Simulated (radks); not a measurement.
Spherical quantum dot in the effective-mass picture: electrons in a well V = -V0 / (1 + exp((r - R)/a)) with V0 = 39.4, R = 1.69, a = 0.085, with a point charge +1 (a donor) at the centre, all in effective atomic units (hartree* = m*/eps^2 hartree, bohr* = eps/m* bohr), one dielectric constant everywhere. Calculated with a radial shooting solver with Libxc functionals: non-relativistic Kohn-Sham, LDA (Slater exchange, Perdew-Wang correlation), spin-polarised, spherical densities. Levels are named by radial order and angular momentum (1s, 1p, 1d, 2s, ...), and open shells are averaged over m. Results are scaled to m* = 0.28 and eps = 6.9, for which hartree* = 160 meV and bohr* = 1.304 nm.

N = 25, configuration 1s2 1p6 1d10 2s2 1f(up 5, down 0). This is the lowest configuration that the search found. Occupied and some empty levels:

level    occupation  eigenvalue (meV)  <r> (nm)
1s up             1           -3047.7     1.329
1s down           1           -3030.0     1.319
1p up             3           -2852.4     1.477
1p down           3           -2831.6     1.473
1d up             5           -2570.3     1.566
1d down           5           -2548.0     1.564
2s up             1           -2302.8     1.040
2s down           1           -2293.2     1.044
1f up             5           -2208.1     1.634
1f down           0           -2185.1     1.633
1g up             0           -1773.6     1.690
2p up             0           -1757.2     1.233
1g down           0           -1750.3     1.691
2p down           0           -1745.4     1.233
2d up             0           -1202.1     1.363
2d down           0           -1188.3     1.362

Energy (meV): total -102468, kinetic 18165, external -156210, Hartree 39280, exchange-correlation -3703.5.

Electron density:

r (nm)  n(r) (e/nm^3)
0.140           1.505
0.373          0.9964
0.606          0.6724
0.839          0.5672
1.07           0.6759
1.31           0.8819
1.54           0.9397
1.77           0.6644
2.00           0.2384
2.24          0.03296
2.47         0.002281
2.70        0.0001386
2.94        8.586e-06
